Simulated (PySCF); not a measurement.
Molecule: 2-Hydroxypyridine (SMILES C1=C(O)N=CC=C1).

Bonds (- single, = double, # triple, : aromatic): O1-C2 1.337 Å, C2:C3 1.404 Å, C3:C4 1.386 Å, C4:C5 1.399 Å, C5:C6 1.390 Å, C6:N7 1.333 Å, N7:C2 1.324 Å. O1 carries H8; C3 carries H9; C4 carries H10; C5 carries H11; C6 carries H12.

Spin–spin couplings on one PBE0-D3(BJ)/def2-SVP geometry, PySCF 2.14, gas phase, non-relativistic, equivalent pairs averaged (spin–dipole term only in couplings to heteroatoms); isotopes 13C, 1H, 17O; functional B3LYP.

**Question.** How do the couplings (Hz) change with the basis set? Times are CPU seconds on shared hosts with different chips, so compare them loosely. Far from the basis limit: 6-31G-J, pcJ-0, 6-31G*, def2-TZVP, cc-pVTZ.

**Answer.** 
```tsv
basis set	functions	1J(C6,H12)	1J(C3,H9)	1J(C5,H11)	1J(C4,H10)	1J(C2,C3)	1J(O1,H8)	1J(C3,C4)	core-s
6-31G-J	104	194.1	182.1	180.6	173.5	74.8	-67.6	63.4	16
pcJ-0	106	166.7	160.4	158.3	151.9	59.8	-47.3	50.7	13
6-31G*	108	177.4	166.1	163.2	159.2	92.6	-75.1	86.2	9.8
pcJ-1	239	185.4	174.2	173.4	167.3	75.2	-77.1	64.1	34
def2-TZVP	247	176.7	165.4	165.0	158.9	75.6	-68.5	63.1	45
cc-pVTZ	280	166.8	156.1	156.5	151.4	74.5	-59.7	64.6	49
```

The Fermi-contact term samples the wavefunction at the nucleus, which is why sets with added tight s functions (names with J) are made for couplings.
